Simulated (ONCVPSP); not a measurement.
An all-electron radial function and its pseudo partner (P)

Columns: radius, all-electron u(r) and pseudo u(r) of the 2s shell (level -175.59 eV) of phosphorus in the configuration [He] 2s2 2p6 3s1 3p4; PW91, scalar-relativistic, ONCV scheme, ONCVPSP 4.0.1.

| r (bohr) | all-electron | pseudo |
| --- | --- | --- |
| 0.047 | -0.6626 | 0.2343 |
| 0.095 | -0.4597 | 0.4668 |
| 0.142 | 0.0062 | 0.6809 |
| 0.190 | 0.4918 | 0.8786 |
| 0.237 | 0.8809 | 1.0453 |
| 0.285 | 1.1652 | 1.1831 |
| 0.332 | 1.3375 | 1.2817 |
| 0.380 | 1.4250 | 1.3437 |
| 0.427 | 1.4435 | 1.3663 |
| 0.475 | 1.4126 | 1.3533 |
| 0.522 | 1.3491 | 1.3102 |
| 0.570 | 1.2628 | 1.2415 |
| 0.617 | 1.1664 | 1.1568 |
| 0.665 | 1.0628 | 1.0596 |
| 0.712 | 0.9611 | 0.9602 |
| 0.760 | 0.8603 | 0.8600 |
| 0.807 | 0.7669 | 0.7666 |
| 0.855 | 0.6779 | 0.6777 |
| 0.902 | 0.5980 | 0.5978 |
| 0.950 | 0.5239 | 0.5237 |
| 0.997 | 0.4586 | 0.4585 |
| 1.045 | 0.3991 | 0.3990 |
| 1.092 | 0.3474 | 0.3473 |
| 1.140 | 0.3008 | 0.3007 |
| 1.187 | 0.2608 | 0.2608 |
| 1.235 | 0.2250 | 0.2250 |

How many radial nodes do the two functions have?

The all-electron 2s function has n − l − 1 = 1; the pseudo-wave has 0, since the states of the same l below it are removed with the core.

At about which radius was the pseudo-wave matched?

0.85 bohr. The columns agree to 0.0005 from 0.76 bohr on; several derivatives are matched, so the curves merge somewhat inside the radius.

Is the pseudo-wave norm-conserving?

Yes: the ONCV scheme keeps the norm inside the radius equal to the all-electron one, which fixes the energy derivative of the logarithmic derivative at the level.
